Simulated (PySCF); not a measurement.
PySCF 2.14 output of an unrestricted TPSS calculation on a single atom or ion in Sapporo-DKH3-DZP-2012, with the spin-free X2C one-electron Hamiltonian (Gaussian nucleus):

```
SCF conv_tol = 1e-09
number electrons alpha = 9  beta = 9
    J. Tao, J. P. Perdew, V. N. Staroverov, and G. E. Scuseria.,  Phys. Rev. Lett. 91, 146401 (2003)
    J. P. Perdew, J. Tao, V. N. Staroverov, and G. E. Scuseria.,  J. Chem. Phys. 120, 6898 (2004)
    J. Tao, J. P. Perdew, V. N. Staroverov, and G. E. Scuseria.,  Phys. Rev. Lett. 91, 146401 (2003)
    J. P. Perdew, J. Tao, V. N. Staroverov, and G. E. Scuseria.,  J. Chem. Phys. 120, 6898 (2004)
cycle= 1 E= -602.073383801433  delta_E= -0.00309  |g|= 0.0153  |ddm|= 0.0518
cycle= 2 E= -602.07343339844  delta_E= -4.96e-05  |g|= 0.00853  |ddm|= 0.0177
cycle= 3 E= -602.073457338234  delta_E= -2.39e-05  |g|= 0.00131  |ddm|= 0.00691
cycle= 4 E= -602.073457667225  delta_E= -3.29e-07  |g|= 4.83e-06  |ddm|= 0.000695
cycle= 5 E= -602.073457667234  delta_E= -9.21e-12  |g|= 5.69e-09  |ddm|= 3.86e-06
converged SCF energy = -602.073457667234  <S^2> = -1.5987212e-14  2S+1 = 1
```

The run itself started from symmetry-adapted Hartree-Fock orbitals and held the occupation by maximum overlap, on a logarithmic radial grid, so the iterations belong to that start.

Which element, charge and spin multiplicity is this?

K⁺ (potassium, charge +1), multiplicity 1; the state was [Ar], closed-shell 1S.
